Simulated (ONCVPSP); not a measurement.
# u(r) = r·R(r): atom against pseudo-atom (boron)

Columns: radius, all-electron u(r) and pseudo u(r) of the 2s shell (level -9.39 eV) of boron in the configuration [He] 2s2 2p1; LDA (Perdew-Zunger), scalar-relativistic, ONCV scheme, ONCVPSP 4.0.1.

| r (bohr) | all-electron | pseudo |
| --- | --- | --- |
| 0.105 | -0.2760 | 0.0373 |
| 0.210 | -0.2983 | 0.0795 |
| 0.315 | -0.2040 | 0.1289 |
| 0.420 | -0.0632 | 0.1858 |
| 0.525 | 0.0879 | 0.2499 |
| 0.630 | 0.2310 | 0.3213 |
| 0.735 | 0.3576 | 0.3990 |
| 0.840 | 0.4643 | 0.4789 |
| 0.945 | 0.5506 | 0.5542 |
| 1.050 | 0.6176 | 0.6181 |
| 1.155 | 0.6670 | 0.6670 |
| 1.260 | 0.7008 | 0.7007 |
| 1.365 | 0.7211 | 0.7211 |
| 1.470 | 0.7302 | 0.7302 |
| 1.575 | 0.7300 | 0.7300 |
| 1.680 | 0.7221 | 0.7221 |
| 1.785 | 0.7082 | 0.7082 |
| 1.890 | 0.6896 | 0.6896 |
| 1.995 | 0.6673 | 0.6673 |
| 2.100 | 0.6425 | 0.6425 |
| 2.205 | 0.6158 | 0.6158 |
| 2.310 | 0.5879 | 0.5879 |
| 2.415 | 0.5594 | 0.5594 |
| 2.520 | 0.5306 | 0.5306 |
| 2.625 | 0.5021 | 0.5021 |
| 2.730 | 0.4739 | 0.4739 |

(1) How many radial nodes do the two functions have?

(2) At about which radius was the pseudo-wave matched?

(3) Where does each function peak?

(4) Is the pseudo-wave norm-conserving?

## Answers

(1) The all-electron 2s function has n − l − 1 = 1; the pseudo-wave has 0, since the states of the same l below it are removed with the core.

(2) 1.25 bohr. The columns agree to 0.0005 from 1.05 bohr on; several derivatives are matched, so the curves merge somewhat inside the radius.

(3) Outermost all-electron maximum near 1.47 bohr, pseudo maximum near 1.47 bohr (to the table’s step).

(4) Yes: the ONCV scheme keeps the norm inside the radius equal to the all-electron one, which fixes the energy derivative of the logarithmic derivative at the level.
